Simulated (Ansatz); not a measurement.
Start from `C=N[SiH](S)S` and change one atom or group to get `O[SiH](S)S`.

Ansatz, PBE0-D4/def2-TZVP geometries, multiplicity 1. Each molecule was computed in one conformer, which needn't be the lowest.

```json
{"property": "HOMO–LUMO gap (PBE0/def2-TZVPP) / eV", "`C=N[SiH](S)S`": "6.05"}
{"property": "HOMO energy (B3LYP/def2-TZVPP) / eV", "`C=N[SiH](S)S`": "-7.05"}
{"property": "LUMO energy (PBE/def2-TZVPP) / eV", "`C=N[SiH](S)S`": "-2.34"}
{"property": "ideal-gas entropy at 298 K and 1 bar (rigid rotor, harmonic PBE0-D4/def2-TZVP) / J/(mol·K)", "`C=N[SiH](S)S`": "379"}
{"property": "LUMO energy (PBE0/def2-TZVPP) / eV", "`C=N[SiH](S)S`": "-1.25"}
{"property": "HOMO–LUMO gap (B3LYP/def2-TZVPP) / eV", "`C=N[SiH](S)S`": "5.56"}
```

(1) Give the same properties after the change, and the shifts. (Estimate.)

Results:

(1) Computed: 
```tsv
property	`O[SiH](S)S`	shift
HOMO–LUMO gap (PBE0/def2-TZVPP) / eV	7.47	1.42
HOMO energy (B3LYP/def2-TZVPP) / eV	-7.40	-0.35
LUMO energy (PBE/def2-TZVPP) / eV	-1.10	1.24
ideal-gas entropy at 298 K and 1 bar (rigid rotor, harmonic PBE0-D4/def2-TZVP) / J/(mol·K)	343	-36
LUMO energy (PBE0/def2-TZVPP) / eV	-0.19	1.06
HOMO–LUMO gap (B3LYP/def2-TZVPP) / eV	6.97	1.41
```

With PBE0 the HOMO falls by 0.35 eV and the LUMO rises by 1.06 eV, so the gap widens by about 1.41 eV. PBE moves the HOMO by -0.30 eV and ωB97M-V by -0.39 eV. The zero-point energy changes by -42.3 kJ/mol with -6 modes.

B3LYP here is the variant with VWN-RPA as its local correlation; programs differ in this.
